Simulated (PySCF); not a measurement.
**Working out the electron affinity of Br**

Br⁻ [Kr] (1S) → Br [Ar] 3d10 4s2 4p5 (2P). Computed with PySCF 2.14 in aug-cc-pVDZ-PP with ECP10MDF (5s4p3d, 32 functions), with scalar relativity through the core potential. Frozen: 3s2 3p6 3d10. Energies in hartree (1 hartree = 27.21139 eV):

```
            part  Br⁻ (lower)   Br (upper)
             UHF  -415.564018  -415.474798
CCSD correlation    -0.143015    -0.113827
             (T)    -0.003317    -0.001795
```

Problem. What does Hartree-Fock give?

Solution. (-415.474798) − (-415.564018) = 0.089220 hartree = 2.428 eV.

Problem. What do CCSD and CCSD(T) give?

Solution. The CCSD correlation energies differ by 0.029188 hartree = 0.794 eV and the triples by 0.001522 hartree = 0.041 eV, so CCSD gives 3.222 eV and CCSD(T) 3.263 eV.

Reference: 3.364 eV (measured; photodetachment measurements, as compiled on the Wikipedia data page of electron affinities), between the lowest levels; spin-orbit coupling is absent from the calculation.

A double-zeta basis recovers only part of the correlation energy.

What remains against the reference includes basis incompleteness, the frozen core and higher excitations.
